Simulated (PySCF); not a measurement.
Cd(Br)(SeH) (BrCdHSe), SMILES [SeH][Cd][Br].

Geometry: r2SCAN-D4/def2-SVP. The structure was generated by enumeration; whether it is a known compound was not checked. The def2 effective core potentials stand for the cores of Cd; spin–orbit coupling is left out. Other conformers were not sampled.

All values below come from r2SCAN/def2-TZVPD in PySCF.

Symmetry labels are those of the subgroup Cs that the program uses (full group Cs).

**Question.** List the valence orbital energies around the gap with their symmetry. (The exact figures need the calculation; the answer reports its results.)

**Answer.** 
| orbital | symmetry | energy (eV) |
|---|---|---|
| HOMO−7 | A" | -14.16 |
| HOMO−6 | A' | -14.16 |
| HOMO−5 | A' | -10.09 |
| HOMO−4 | A' | -9.11 |
| HOMO−3 | A' | -7.92 |
| HOMO−2 | A" | -7.40 |
| HOMO−1 | A' | -7.37 |
| HOMO | A" | -6.43 |
| LUMO | A' | -2.57 |
| LUMO+1 | A' | -1.36 |
| LUMO+2 | A" | -0.94 |
| LUMO+3 | A' | -0.49 |
